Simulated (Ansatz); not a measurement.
Conformers of `C[NH][SnH2][O]C`, each relaxed with PBE0-D4/def2-TZVP in Ansatz. CBS adds the triple-zeta coupled-cluster correction to the MP2 limit.

Elements past krypton have def2 core potentials. Outer-core shells of Sn are correlated without core-valence functions. Spin–orbit coupling is left out.

Not all of them had a frequency check.

Conformer A:

Z-matrix (Å, degrees):
```
C
N 1 1.450
H 1 1.095 2 110.5
H 1 1.093 2 109.7 3 117.2
H 1 1.099 2 114.7 3 -121.8
Sn 2 2.012 1 120.9 3 -161.7
H 2 1.009 1 112.5 3 56.9
O 6 1.965 2 104.1 1 74.0
H 6 1.705 2 115.3 1 -36.7
H 6 1.708 2 107.0 1 -168.7
C 8 1.405 6 119.3 2 54.7
H 11 1.094 8 108.3 6 -170.5
H 11 1.100 8 112.2 6 70.8
H 11 1.098 8 112.6 6 -51.2
```

Conformer B:

```xyz
14

C     1.671    1.439   -0.182
N     0.787    0.750    0.732
Sn    0.372   -1.207    0.616
O    -1.581   -1.354    0.430
C    -2.226   -0.613   -0.572
H     2.715    1.490    0.156
H     1.329    2.465   -0.363
H     1.673    0.934   -1.152
H     0.763    1.168    1.649
H     1.108   -1.767   -0.820
H     0.659   -2.071    2.053
H    -1.975   -0.969   -1.582
H    -3.307   -0.723   -0.442
H    -1.988    0.458   -0.521
```

(1) Which is lowest in electronic energy at CCSD(T)/CBS (frozen core, def2 sets), and by how much? (Best estimate.)

(2) Give the energies relative to A (kJ/mol) with B3LYP-D4/def2-TZVPP, ωB97X-V/def2-TZVPP, ωB97M-V/def2-TZVPP, B2PLYP/def2-TZVPP, r2SCAN/def2-TZVPP, SCS-MP2/def2-QZVPP, HF/CBS(def2). (An estimate is asked.)

## Answers

(1) The calculation gave: A; B lies 2.0 kJ/mol higher. Gaps under about 2 kJ/mol don't settle the order.

(2) Computed: 
```tsv
level	B
B3LYP-D4/def2-TZVPP	1.8
ωB97X-V/def2-TZVPP	1.3
ωB97M-V/def2-TZVPP	1.3
B2PLYP/def2-TZVPP	1.5
r2SCAN/def2-TZVPP	1.9
SCS-MP2/def2-QZVPP	2.1
HF/CBS(def2)	1.1
```

B3LYP here is the variant with VWN-RPA as its local correlation; programs differ in this.
